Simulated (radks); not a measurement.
The numbers below are computed, except where a source is named.
The promethium ion Pm+ inside a hard spherical wall (all orbitals vanish at R), configuration held at [Xe] 4f5 6s1 and not refilled when levels cross. Code: a radial shooting solver on a logarithmic mesh with Libxc functionals. Model: scalar-relativistic Kohn-Sham, LDA (Slater exchange, VWN5 correlation), spin-polarised, spherical densities, point nucleus; open shells are filled with parallel spins first (spin-orbit coupling, left out, can overturn this in heavy ions). Eigenvalues in eV for spin up, with the zero of energy where the potential of the charges vanishes at infinity; a dash marks a level that is unbound or too diffuse for the functional's potential to be trusted. A positive occupied level is held by the wall or, in an anion where self-interaction has pushed it up, behind a barrier. The pressure on the wall is -dE/dV.

R (bohr)  E (hartree)  kinetic (hartree)    e(5s)    e(5p)   e(4f)   e(6s)  e(5d, empty)  e(6p, empty)  pressure (GPa)
free      -10013.4727          10678.422  -48.886  -29.475  -9.423  -8.902        -7.865        -5.662               0
15        -10013.4727          10678.422  -48.886  -29.475  -9.423  -8.902        -7.865        -5.662        < 0.0001
10        -10013.4723          10678.427  -48.863  -29.453  -9.400  -8.879        -7.845        -5.571          0.0110
8         -10013.4683          10678.461  -48.718  -29.313  -9.256  -8.693        -7.709        -5.088           0.191
7         -10013.4586          10678.524  -48.494  -29.099  -9.030  -8.315        -7.478        -4.300           0.769
6         -10013.4291          10678.681  -48.044  -28.674  -8.562  -7.304        -6.943        -2.474            3.19
2.5       -10007.5243          10702.561  -24.543   -2.344  18.514  83.822        31.964        107.45            4440
2          -9996.1633          10741.905    7.733   36.054  47.119  197.31        82.429        230.75           23300
1.5        -9951.8059          10882.716   122.38   167.00  119.64  520.89        235.73        568.88          182000
